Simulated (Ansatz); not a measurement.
Input file for Ansatz (a quantum-chemistry and plane-wave program): U-CAM-B3LYP/def2-TZVPP on TeO, 2S+1 = 3, a spin state set in the input, which need not be the lowest, a point of a bond scan (R = 1.818 Å). Elements past Kr take the def2 small-core potentials; no spin–orbit coupling.

Ansatz 0.2 input:
```yaml
crystal:
  periodic: [false, false, false]
  atoms:
    - {symbol: O, position_ang: [0.00000000, 0.00000000, 0.00000000]}
    - {symbol: Te, position_ang: [0.00000000, 0.00000000, 1.81798400]}
basis:
  gaussian:
    orbitals: def2-TZVPP
    pivot_positions_ang: [[0.00000000, 0.00000000, 0.00000000], [0.00000000, 0.00000000, 1.81798400]]
hamiltonian:
  xc: {name: CAM-B3LYP}
magnetization: {spin_polarized: true, initial_magnetization: 2}
output: {forces: true, orbitals: {seedname: ./end}}
```

**Question.** Predict the final total energy.

**Answer.** -343.2027 hartree.
